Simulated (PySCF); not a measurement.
Mo(O)2(Cl)(OMe) (CH₃ClMoO₃), SMILES C[O][Mo](=[O])(=[O])[Cl], multiplicity 1.

Coordinates come from a B3LYP-D3(BJ)/def2-SVP optimisation. The geometry has at least one imaginary mode, so it is a saddle point at that level. The multiplicity is an assumed one; no other spin state was optimised. The structure was generated by enumeration; whether it is a known compound was not checked. The def2 effective core potentials stand for the cores of Mo; spin–orbit coupling is left out. Other conformers were not sampled.

The numbers are results of TDDFT-PBE/def2-SVPD run with PySCF, not measurements.

Vertical excitations. The molecule is in vacuum.

Problem. Estimate the UV-visible absorptions. (Estimate from the structure and the level; the computed values follow.)

Solution. 
| state | energy (eV) | λ (nm) | f | main pairs |
|---|---|---|---|---|
| S1 | 4.31 | 288 | 0.000 | HOMO−1→LUMO 99 % |
| S2 | 4.33 | 286 | 0.004 | HOMO→LUMO 94 % |
| S3 | 4.59 | 270 | 0.000 | HOMO→LUMO+1 81 %, HOMO−2→LUMO 17 % |
| S4 | 4.64 | 267 | 0.000 | HOMO−3→LUMO 98 % |
| S5 | 4.74 | 261 | 0.003 | HOMO−1→LUMO+1 58 %, HOMO−4→LUMO 26 %, HOMO−2→LUMO 12 % |
| S6 | 4.81 | 258 | 0.019 | HOMO−4→LUMO 36 %, HOMO−2→LUMO 35 %, HOMO−3→LUMO+1 14 %, HOMO→LUMO+1 13 % |
| S7 | 4.89 | 254 | 0.000 | HOMO−2→LUMO+1 96 % |
| S8 | 5.00 | 248 | 0.000 | HOMO→LUMO+2 92 % |
| S9 | 5.12 | 242 | 0.001 | HOMO−4→LUMO+1 48 %, HOMO−1→LUMO+2 39 % |
| S10 | 5.14 | 241 | 0.009 | HOMO−3→LUMO+1 41 %, HOMO−5→LUMO 13 %, HOMO−4→LUMO 12 %, HOMO−1→LUMO+1 12 % |
| T1 | 3.87 | 320 | 0 | HOMO→LUMO 98 % |
| T2 | 4.12 | 301 | 0 | HOMO−1→LUMO 98 % |
| T3 | 4.21 | 295 | 0 | HOMO−2→LUMO 82 % |
| T4 | 4.28 | 290 | 0 | HOMO→LUMO+1 82 % |
Triplets are in the Tamm–Dancoff approximation, which puts them higher than full response would, so one can lie above its singlet here.
